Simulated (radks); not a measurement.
Problem. All-electron atom: S IX in [He] 2s2 2p(1/2: 1, 3/2: 3). Method: Dirac Kohn-Sham, BLYP, spin-unpolarised, spherical densities, finite nucleus; Fermi nuclear charge, rms radius 3.2611 fm; computed with a radial shooting solver on a logarithmic mesh with Libxc functionals. Some entries of the table are withheld. Estimate them.

orbital  occ.  eigenvalue (hartree)  <r^2> (bohr^2)  <r> (bohr)
1s1/2       2                   (1)         0.01257         (2)
2s1/2       2                   (3)          0.2405      0.4515
2p1/2       1                   (4)             (5)         (6)
2p3/2       3                   (7)             (8)         (9)

Solution. 
(1) 1s1/2 eigenvalue (hartree): -97.28476
(2) 1s1/2 <r> (bohr): 0.09669
(3) 2s1/2 eigenvalue (hartree): -15.04085
(4) 2p1/2 eigenvalue (hartree): -13.25910
(5) 2p1/2 <r^2> (bohr^2): 0.2002
(6) 2p1/2 <r> (bohr): 0.4035
(7) 2p3/2 eigenvalue (hartree): -13.20380
(8) 2p3/2 <r^2> (bohr^2): 0.2019
(9) 2p3/2 <r> (bohr): 0.4054
